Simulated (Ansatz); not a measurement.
Geometry optimisation, Ansatz 0.2.0, RKS PBE0-D4/def2-SVP.

Input:

```yaml
crystal:
  periodic: [false, false, false]
  atoms:
    - { symbol: Ta, position_ang: [-0.576565, -0.445311, 0.174278] }
    - { symbol: "N", position_ang: [2.714174, 0.137838, 0.218308] }
    - { symbol: H, position_ang: [3.317186, 0.387504, 0.998067] }
    - { symbol: H, position_ang: [3.19496, 0.365072, -0.649348] }
    - { symbol: Cl, position_ang: [-0.343539, -0.544325, 2.473601] }
    - { symbol: Cl, position_ang: [-0.054059, -0.83907, -2.046694] }
    - { symbol: Cl, position_ang: [-0.53974, 1.836829, 0.029107] }
    - { symbol: Cl, position_ang: [-2.617428, -1.450218, 0.108343] }
    - { symbol: H, position_ang: [0.820548, -1.538975, 0.329096] }
    - { symbol: H, position_ang: [2.573062, -0.889644, 0.240542] }
basis:
  gaussian: { orbitals: def2-SVP }
hamiltonian:
  xc: pbe0
  dispersion: d4
relax:
  f_tol: 0.03
  max_steps: 50
```

Command:

```bash
$ ansatz run input.yaml --threads 4 --pin off --max-ram 5120MiB --backend cpu --events-out ev --progress --plain --runs-dir out
```

Task: Where does it end, and by what steps?

Result: The forces met the threshold. The force dipped under the threshold on the way, but the program's further checks kept it going. After 26 steps the energy has fallen by 0.990 eV; H4 moved furthest, 1.13 Å. Joined: Ta1–N2 (3.34 → 2.35 Å).

```csv
step,energy less start (eV),largest force component (eV/Å),accepted
0,0.0000,0.993,yes
1,-0.1728,1.468,yes
2,-0.3678,1.724,yes
3,-0.6681,1.860,yes
4,-0.8871,1.166,yes
5,-0.8920,0.979,yes
6,-0.9229,0.860,yes
7,-0.9680,0.057,yes
8,-0.9693,0.015,yes
9,-0.9509,0.792,no
10,-0.9700,0.020,yes
11,-0.9689,0.298,no
12,-0.9712,0.065,yes
13,-0.9721,0.136,yes
14,-0.9719,0.254,no
15,-0.9739,0.075,yes
16,-0.9753,0.041,yes
17,-0.9767,0.090,yes
18,-0.9787,0.220,yes
19,-0.9849,0.072,yes
20,-0.9869,0.086,yes
21,-0.9750,0.625,no
22,-0.9888,0.008,yes
23,-0.9866,0.288,no
24,-0.9894,0.038,yes
25,-0.9893,0.111,no
26,-0.9897,0.025,yes
```

```xyz
10
Properties=species:S:1:pos:R:3
Ta -0.138 -0.434 0.156
N 2.181 -0.043 0.211
H 2.540 -0.205 1.153
H 2.414 0.918 -0.051
Cl 0.022 -0.250 2.476
Cl 0.287 -1.087 -2.042
Cl 0.007 1.882 -0.264
Cl -2.290 -1.212 0.172
H 0.793 -1.875 0.484
H 2.673 -0.675 -0.420
```

Whether the end is a true minimum wasn't checked by a vibrational analysis.

The run took 100 s on 4 threads of Arm Neoverse V2, with other jobs on the host, peak memory 0.41 GiB.
